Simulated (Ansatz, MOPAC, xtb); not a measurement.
The molecule TcO, multiplicity 6 (lowest of 2S+1 = 2, 4, 6, 8 at CCSD(T)/def2-TZVPP on PBE0 minima; our sources give no spin for the ground state, which may be another). No spin–orbit coupling. The T1 diagnostic near the minimum is 0.064, so single-reference values are doubtful.

The constants come from a fifth-degree fit in 1/R (seven points, main isotopes). In def2 and cc sets the state is the lowest found near the PBE0 minimum, followed along R.

Run with Ansatz (Gaussian orbitals); MOPAC for PM7 (differences of heats of formation); xtb for the GFN methods.  In def2 rows elements past Kr take small-core potentials, without spin–orbit coupling. The GFN methods have no spin term and hold the electronic entropy of 300 K.

```json
[
 {"level": "PM7", "r_e (Å)": "1.766", "ω_e (cm⁻¹)": "841", "α_e (cm⁻¹)": "0.0025", "ω_e x_e (cm⁻¹)": "5.7", "dipole (D)": "-"},
 {"level": "GFN1-xTB", "r_e (Å)": "1.766", "ω_e (cm⁻¹)": "739", "α_e (cm⁻¹)": "0.0028", "ω_e x_e (cm⁻¹)": "2.7", "dipole (D)": "-"},
 {"level": "GFN2-xTB", "r_e (Å)": "1.769", "ω_e (cm⁻¹)": "770", "α_e (cm⁻¹)": "0.0024", "ω_e x_e (cm⁻¹)": "2.2", "dipole (D)": "-"},
 {"level": "SVWN5/def2-TZVPP", "r_e (Å)": "1.707", "ω_e (cm⁻¹)": "941", "α_e (cm⁻¹)": "0.0023", "ω_e x_e (cm⁻¹)": "3.9", "dipole (D)": "3.24"},
 {"level": "PBE/def2-TZVPP", "r_e (Å)": "1.727", "ω_e (cm⁻¹)": "900", "α_e (cm⁻¹)": "0.0024", "ω_e x_e (cm⁻¹)": "3.9", "dipole (D)": "3.31"},
 {"level": "r2SCAN/def2-TZVPP", "r_e (Å)": "1.716", "ω_e (cm⁻¹)": "932", "α_e (cm⁻¹)": "0.0023", "ω_e x_e (cm⁻¹)": "3.9", "dipole (D)": "3.53"},
 {"level": "B97M-V/def2-TZVPP", "r_e (Å)": "1.723", "ω_e (cm⁻¹)": "911", "α_e (cm⁻¹)": "0.0024", "ω_e x_e (cm⁻¹)": "4.2", "dipole (D)": "3.72"},
 {"level": "B3LYP/def2-TZVPP", "r_e (Å)": "1.724", "ω_e (cm⁻¹)": "914", "α_e (cm⁻¹)": "0.0023", "ω_e x_e (cm⁻¹)": "3.9", "dipole (D)": "3.80"},
 {"level": "PBE0/def2-TZVPP", "r_e (Å)": "1.708", "ω_e (cm⁻¹)": "943", "α_e (cm⁻¹)": "0.0023", "ω_e x_e (cm⁻¹)": "4.0", "dipole (D)": "3.78"},
 {"level": "BHLYP/def2-TZVPP", "r_e (Å)": "1.707", "ω_e (cm⁻¹)": "950", "α_e (cm⁻¹)": "0.0023", "ω_e x_e (cm⁻¹)": "4.2", "dipole (D)": "4.34"},
 {"level": "CAM-B3LYP/def2-TZVPP", "r_e (Å)": "1.709", "ω_e (cm⁻¹)": "948", "α_e (cm⁻¹)": "0.0022", "ω_e x_e (cm⁻¹)": "3.8", "dipole (D)": "3.99"},
 {"level": "wB97X-V/def2-TZVPP", "r_e (Å)": "1.703", "ω_e (cm⁻¹)": "961", "α_e (cm⁻¹)": "0.0022", "ω_e x_e (cm⁻¹)": "3.7", "dipole (D)": "3.95"},
 {"level": "wB97M-V/def2-TZVPP", "r_e (Å)": "1.705", "ω_e (cm⁻¹)": "951", "α_e (cm⁻¹)": "0.0022", "ω_e x_e (cm⁻¹)": "3.7", "dipole (D)": "3.97"}
]
```

The state that PM7 reach isn't checked; PM7 holds dispersion and hydrogen-bond terms.

Ansatz is a quantum-chemistry and plane-wave program.
